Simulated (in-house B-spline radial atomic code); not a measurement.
Computed with a B-spline radial atomic code. Model: two electrons, singlet ground state, non-relativistic, full CI in B-splines with partial waves to l = 8 (at full coupling up to 3e-4 hartree above the limit, correlation up to 0.6 % small), density held at that of full coupling by Lieb maximisation.

W(λ) is the mean repulsion in the state of coupling λ less the Hartree energy of the fixed density. Its start is exact exchange, its initial slope is twice the second-order Görling-Levy correlation energy, and its area from 0 to 1 is E_xc. A straight curve means weak, dynamic correlation, and a curve that drops fast and flattens means strong correlation.

Command:
```bash
python run_ac.py task.json out
```
Settings (lengths in bohr, energies in hartree):
```
potential              ball
strength               1
lmax                   8
wall_radius            4.44
```

Cost of the run: 2.8 s on 1 thread of Intel(R) Xeon(R) Processor @ 2.30GHz, with other jobs on the host.

**W = mean repulsion less Hartree energy, and W of three functionals.**

Given: confinement empty hard sphere; hard wall radius 4.44 bohr; external potential zero inside.

Computed: PBE exchange minus exact 14.193 millihartree; SCAN exchange minus exact -6.4687 millihartree.

| coupling | W xc (hartree) | W xc minus exchange (millihartree) | kinetic minus Kohn-Sham (millihartree) | LDA (PW92) W minus its exchange (millihartree) | PBE W minus its exchange (millihartree) | SCAN W minus its exchange (millihartree) |
| --- | --- | --- | --- | --- | --- | --- |
| 0 | -0.37796 | 0 | 0 | 0 | 0 | 0 |
| 0.02 | ? | ? | ? | ? | ? | ? |
| 0.05 | -0.38366 | -5.696 | 0.14 | -19.28 | -9.79 | -4.7 |
| 0.12 | -0.391 | -13.039 | 0.76 | -35.15 | -20.29 | -10.71 |
| 0.25 | -0.40292 | -24.956 | 2.94 | -55.7 | -35.43 | -20.6 |
| 0.4 | -0.41436 | -36.398 | 6.63 | -72.93 | -49.04 | -30.44 |
| 0.6 | ? | ? | ? | ? | ? | ? |
| 0.8 | -0.43638 | -58.411 | 19.5 | -103.82 | -74.88 | -50.91 |
| 1 | -0.44424 | -66.278 | 26.56 | -114.84 | -84.44 | -58.9 |
| 1.4 | -0.45612 | -78.159 | 40.67 | -131.98 | -99.58 | -71.83 |
| 2 | -0.46809 | -90.127 | 60.76 | -150.32 | -116.1 | -86 |
| 3 | -0.48027 | -102.3 | 90.64 | -170.67 | -134.7 | -101.49 |
| 4.5 | -0.49069 | -112.72 | 128.98 | -189.86 | -152.48 | -115.08 |
| 7 | -0.50019 | -122.23 | 182.39 | -208.99 | -170.37 | -126.86 |
| 10 | -0.50668 | -128.71 | 236.67 | -222.92 | -183.49 | -133.96 |

Q: What belongs in the row 0.02?

A: W xc (hartree): -0.38029; W xc minus exchange (millihartree): -2.326; kinetic minus Kohn-Sham (millihartree): 0.02; LDA (PW92) W minus its exchange (millihartree): -9.8; PBE W minus its exchange (millihartree): -4.32; SCAN W minus its exchange (millihartree): -1.93.

Q: What belongs in the row 0.6?

A: W xc (hartree): -0.42664; W xc minus exchange (millihartree): -48.676; kinetic minus Kohn-Sham (millihartree): 12.72; LDA (PW92) W minus its exchange (millihartree): -90.29; PBE W minus its exchange (millihartree): -63.37; SCAN W minus its exchange (millihartree): -41.56.

Q: What is the LDA exchange minus exact?

A: 48.115 millihartree.

**Energy parts, natural occupations and partial-wave weights.**

Computed: exchange energy -0.37796 hartree; correlation energy -0.039722 hartree; kinetic part of the DFT correlation energy 0.026555 hartree; initial slope twice GL2 -0.11787 hartree; kinetic part over minus potential part 0.40067; Kohn-Sham kinetic 0.51266 hartree; Lieb Oxford ratio E_xc over LDA exchange 1.2663.

```
natural  occupation of the shell (electrons)
      s                               1.9013
      p                             0.095075
      s                            0.0016674
      d                                    ?
      p                             0.000179
      f                           0.00016854
```

Q: What belongs in the row d?

A: occupation of the shell (electrons): 0.0015008.

| wave | weight |
| --- | --- |
| s | 0.95148 |
| p | 0.047631 |
| d | 0.0007693 |
| f | ? |
| g | 1.9333e-05 |

Q: What belongs in the row f?

A: weight: 8.9787e-05.

Q: What is the total energy?

A: 0.8509 hartree.

Q: What is the Hartree energy?

A: 0.75593 hartree.

Half-way to full coupling W has made 64 % of its drop, against 50 % for a straight line, and second-order (GL2) theory, half the initial slope, overshoots the correlation energy by about 48 %: a marked bend. Over couplings 0 to 1 the errors in E_xc come to about +12 millihartree for LDA, +1.5 millihartree for PBE, -0.9 millihartree for SCAN, so SCAN is nearest. In LDA and PBE and SCAN the errors of exchange and correlation have opposite signs, so the sum is smaller than the larger of the two.
